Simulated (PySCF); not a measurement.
## Bond length, frequency and bond energy of BPb by level of theory

State: ⁴Σ⁻ (quartet), unpaired electrons σ ↑, π ↑↑. Set-up: PySCF, scalar-relativistic core potentials, basis sets B def2-SVPD, Pb def2-SVPD with ECP60. De refers to B + Pb in their high-spin ground configurations, without counterpoise correction. The functionals are run spin-unrestricted. A positive dipole means B(−)Pb(+).

```csv
Level,Re (Å),ωe (cm⁻¹),De (eV),μ (D),"CPU s a point (SCF and correlation, without the integrals)"
UHF,2.241,495,1.22,1.40,0.22
UHF-MP2,2.243,594,2.26,n/a,0.39
UHF-SCS-MP2,2.251,571,1.87,n/a,n/a
UHF-CCSD,2.277,491,1.99,n/a,n/a
UHF-CCSD(T),2.283,492,2.15,n/a,11
PBE,2.283,490,2.87,2.01,0.94
BLYP,2.312,462,2.54,1.97,0.63
BP86,2.290,482,2.77,1.93,0.99
r²SCAN,2.263,512,2.75,1.78,1.3
PBE0,2.253,518,2.59,1.93,1.5
M06-2X,2.258,499,2.23,1.80,1.5
```

(1) Which functional lies closest to UHF-CCSD(T) in De, which farthest, and by how much do they differ from it?

(2) What does second-order correlation do here, going from UHF to UHF-MP2?

(3) What does the triples do here, going from UHF-CCSD to UHF-CCSD(T)?

Correlated steps freeze 5 core orbitals. Correlated levels converge slowly with the basis: in double zeta they bind strong bonds too weakly, by up to about 1 eV, and carry superposition errors of some tenths. Spin–orbit coupling is left out, which matters for elements this heavy, above all for dissociation energies. The state is the lowest determinant that a PBE0 search found; another state may lie lower at other levels.

The whole job (state search and all levels along the bond) took about 3.9 min on 1 thread of Arm Neoverse N1 (shared host), peak memory 0.59 GiB.

## Answers

(1) Closest is M06-2X (-2.5 pm in Re, +1.4 % in ωe, +0.08 eV in De against UHF-CCSD(T) in the same basis), farthest PBE (+0.0 pm in Re, -0.4 % in ωe, +0.72 eV in De). CCSD(T) converges more slowly with the basis than the functionals do and binds too weakly in this one, so the order can change at the basis-set limit.

(2) UHF-MP2 less UHF: +0.2 pm in Re, +20.0 % in ωe, +1.04 eV in De. Correlation nearly always deepens the well. The bond lengthens, as in strong covalent bonds, where excitations into antibonding orbitals dominate.

(3) UHF-CCSD(T) less UHF-CCSD: +0.6 pm in Re, +0.2 % in ωe, +0.16 eV in De. Correlation nearly always deepens the well. The bond lengthens, as in strong covalent bonds, where excitations into antibonding orbitals dominate.
